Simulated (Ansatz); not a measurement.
## Worked example: Ti(CH3)4 + Bi(CH3)2F → Ti(CH3)3F + Bi(CH3)3

Species: Ti(CH3)4, singlet; Bi(CH3)2F, singlet; Ti(CH3)3F, singlet; Bi(CH3)3, singlet. The partners trade CH3 for F: Ti–CH3 and Bi–F bonds give way to Ti–F and Bi–CH3.

Shapes, held fixed at every level: PBE0-D4/def2-TZVP. Programs: Ansatz 0.2.0. Electronic energies: no zero-point or thermal term.

At CCSD(T)/def2-TZVPP; 1 Eh = 2625.50 kJ/mol:

```
  species   energy (Eh)
 Ti(CH3)4  -1008.151142
Bi(CH3)2F   -393.395830
Ti(CH3)3F  -1068.147398
 Bi(CH3)3   -333.464528
```

**Question.** Work out ΔE of the reaction at this level.

**Answer.** 
1. Products less reactants: (-1068.147398) + (-333.464528) − [(-1008.151142) + (-393.395830)] = -0.064954 Eh = -170.5 kJ/mol.

Other levels give -189.7 (MP2/def2-SVP) to -158.2 kJ/mol (wB97M-V/def2-TZVPP). No measured value is set beside it here. For atoms past krypton def2 sets carry core potentials with scalar relativity. Outer-core shells of Bi, Ti are correlated in most correlated rows, in sets that cover them unevenly.
